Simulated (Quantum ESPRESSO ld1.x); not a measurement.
The numbers below are computed, except where a source is named.
Lu5+, configuration [Xe] 4f12 (the NIST ground configuration).

Level of theory: scalar-relativistic Kohn-Sham, LDA (Slater exchange, Perdew-Wang correlation), spin-polarised, spherical densities, point nucleus; open shells are filled with parallel spins first (ld1.x of Quantum ESPRESSO 7.5).

Energy parts (eV):
| part | energy |
|---|---|
| total | -395891.5 |
| kinetic | 432567.8 |
| electron-nucleus | -971072.3 |
| Hartree | 150468.3 |
| exchange-correlation | -7855.4 |

Orbitals (lengths in bohr, moments of r in powers of bohr; r(90%) holds 90 % of the orbital's charge):
| orbital | occ. | eigenvalue (eV) | <r> | r(90%) | <1/r> | <r^4> |
|---|---|---|---|---|---|---|
| 1s up | 1 | -63264.7 | 0.01933 | 0.0351 | 82.17 | 7.082e-07 |
| 1s down | 1 | -63264.7 | 0.01933 | 0.0351 | 82.17 | 7.082e-07 |
| 2s up | 1 | -10832.4 | 0.08188 | 0.127 | 19.17 | 0.0001083 |
| 2s down | 1 | -10832.4 | 0.08188 | 0.127 | 19.17 | 0.0001083 |
| 2p up | 3 | -9541.96 | 0.07294 | 0.119 | 17.55 | 0.00008356 |
| 2p down | 3 | -9541.92 | 0.07294 | 0.119 | 17.55 | 0.00008355 |
| 3s up | 1 | -2514.12 | 0.2129 | 0.312 | 7.083 | 0.004039 |
| 3s down | 1 | -2513.02 | 0.2128 | 0.312 | 7.085 | 0.004036 |
| 3p up | 3 | -2126.95 | 0.2125 | 0.318 | 6.583 | 0.004299 |
| 3p down | 3 | -2125.86 | 0.2125 | 0.318 | 6.585 | 0.004294 |
| 3d up | 5 | -1661.17 | 0.1926 | 0.299 | 6.233 | 0.003342 |
| 3d down | 5 | -1660.31 | 0.1925 | 0.299 | 6.235 | 0.003336 |
| 4s up | 1 | -560.487 | 0.4770 | 0.685 | 3.010 | 0.09588 |
| 4s down | 1 | -558.442 | 0.4771 | 0.685 | 3.009 | 0.09599 |
| 4p up | 3 | -432.956 | 0.5062 | 0.736 | 2.746 | 0.1268 |
| 4p down | 3 | -430.965 | 0.5064 | 0.736 | 2.745 | 0.1271 |
| 4d up | 5 | -266.571 | 0.5431 | 0.815 | 2.440 | 0.1891 |
| 4d down | 5 | -264.644 | 0.5436 | 0.816 | 2.438 | 0.1900 |
| 4f up | 7 | -82.4819 | 0.6533 | 1.08 | 1.938 | 0.6507 |
| 4f down | 5 | -80.6973 | 0.6577 | 1.10 | 1.930 | 0.6785 |
| 5s up | 1 | -125.755 | 1.117 | 1.60 | 1.195 | 2.825 |
| 5s down | 1 | -124.931 | 1.121 | 1.60 | 1.190 | 2.863 |
| 5p up | 3 | -93.2312 | 1.276 | 1.84 | 1.027 | 4.953 |
| 5p down | 3 | -92.6180 | 1.281 | 1.85 | 1.022 | 5.033 |

The highest occupied level is 4f down at -80.697 eV. For comparison, the ionisation energy in NIST's Atomic Spectra Database is 98 eV (theoretical). In exact Kohn-Sham theory the highest level is minus the ionisation energy, but local and semilocal functionals leave it too shallow, through self-interaction and a potential that decays too fast; potentials with the right tail come closer. Summed over all electrons, <r^2> = 26.88 bohr^2, which gives a Langevin (diamagnetic) susceptibility term of -21.3 x 10^-6 cm^3/mol. The density falls to 0.001 e/bohr^3 at r = 2.78 bohr.
